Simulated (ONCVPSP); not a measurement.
## zirconium (Zr): one change to an ONCV potential, before and after

zirconium (Zr), optimised norm-conserving Vanderbilt (ONCV), made with ONCVPSP 4.0.1 (LDA (Perdew-Wang 92), scalar-relativistic). Core [Ar] 3d10, reference 4s2 4p6 4d2 5s1.5 5p0.5. Waves: 4s+5s: rc 2.35 bohr, ncon 3, nbas 6, qcut 5 1/bohr, 2 projectors; 4p+5p: rc 2.55 bohr, ncon 4, nbas 8, qcut 4.7 1/bohr, 3 projectors, debl 1.4 Ha; 4d: rc 3.10 bohr, ncon 3, nbas 7, qcut 5.6 1/bohr, 1 projector. Local part: polynomial inside 1.70 bohr (lpopt 5, dvloc0 0 Ha). Core correction: Teter function, fcfact 3.25, rcfact 1.3.

All-electron outer shells of the reference configuration (LDA (PZ), scalar-relativistic, ld1.x):

```
shell  level (eV)  outermost node (bohr)  outermost maximum (bohr)
   3p     -317.88                   0.18                      0.40
   3d     -175.58                      –                      0.35
   4s      -55.15                   0.55                      1.08
   4p      -33.13                   0.56                      1.17
   5s       -4.98                   1.46                      3.08
   4d       -4.28                   0.58                      1.61
   5p       -1.87                   1.69                      4.10
```

Change: p: rc 2.86.

Cutoffs: the cutoffs (Ha) at which the residual kinetic energy of the hardest occupied pseudo-wave falls to 1 and 0.1 mHa per electron; they do not see the model core or the augmentation charge, which bear on the density cutoff. Errors are all-electron minus pseudo energies relative to the spin-unpolarised reference configuration.

Question: Predict the effect on cutoff, ghosts and configuration errors.

Answer: The potential gets neither clearly harder nor softer (9.5 Ha and 11 Ha → 9.5 Ha and 11 Ha); the bound ghost in p disappears; the errors of the 4 common tests hardly move.

| quantity | base | changed |
| --- | --- | --- |
| cutoff, loose | 9.5 Ha | 9.5 Ha |
| cutoff, tight | 11 Ha | 11 Ha |
| loose cutoff by channel | s 4.9 Ha, p 8.6 Ha, d 9.5 Ha | s 4.9 Ha, p 8.1 Ha, d 9.5 Ha |
| bound ghosts | p | none |
| GHOST(+) flags under 300 eV | none | none |
| error for 4s2 4p6 4d2 5s2 5p0, meV [ΔE -1.54 eV] | -0.2 | -0.2 |
| error for 4s2 4p6 4d2 5s1 5p0, meV [ΔE 5.81 eV] | -1.2 | -1.3 |
| error for 4s2 4p6 4d2 5s0 5p0, meV [ΔE 19.04 eV] | -12 | -12 |
| error for 4s2 4p6 4d3 5s0 5p0, meV [ΔE 6.26 eV] | +13 | +14 |
| s: phases at 2.39 bohr within 0.05 rad from the reference energy up to (Ha; the scan ends near 5) | 2.8 | 2.8 |
| d: phases at 3.15 bohr within 0.05 rad from the reference energy up to (Ha; the scan ends near 5) | 0.4 | 0.4 |
| rms error of d²Exc/dni dnj with the model core, mHa | 0.98 | 1.04 |

 A true bound ghost makes a file unfit for plane-wave use even where its test errors are small: the radial tests pick states by their node count and pass the ghost by.
